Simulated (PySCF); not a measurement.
Compound: C₂H₄AsN.
Structure used (PBE0-D3(BJ)/def2-SVP), in Å, numbered top down from 1:
```xyz
8
C2H4AsN angstrom
N      1.6756    0.9149    1.2663
C      1.0773    0.1974    0.5811
C      0.3011   -0.6734   -0.2719
As    -1.5503   -0.0258   -0.6556
H      0.8083   -0.8034   -1.2399
H      0.2099   -1.6691    0.1878
H     -1.1150    1.3992   -0.9725
H     -1.8561    0.3274    0.7944
```

The closed-shell ground state was solved at several levels (PySCF, density fitting, gas phase). Relativistic effects, spin–orbit coupling among them, are left out although an element past zinc is present.

```
                       level  basis functions  HOMO (eV)  LUMO (eV)  gap (eV)  dipole (D)
           wB97X-D/def2-SVPD              130      -9.80       1.12     10.92        3.65
               PBE0/pcSseg-1              112      -8.03      -0.46      7.57        3.47
B3LYP/pcJ-1 (pcSseg-1 on As)              162      -7.80      -0.67      7.13        3.58
```

Task: What might KT3/pcSseg-2 (227 basis functions) give for the same quantities?

Result: HOMO -6.94 eV, LUMO -1.58 eV, gap 5.36 eV, dipole 3.58 D.

Task: Over all these levels, which gives the widest orbital gap and which the narrowest?

Result: wB97X-D/def2-SVPD (range-separated hybrid) has the widest, 10.92 eV, and KT3/pcSseg-2 (GGA) the narrowest, 5.36 eV. Functional and basis both differ between the two, so the spread mixes both effects.

Task: How far do the dipole and the HOMO energy spread over the levels?

Result: The dipole runs from 3.47 to 3.65 D (mean 3.57 D) and the HOMO from -9.80 to -6.94 eV.

One conformer stands for the species.
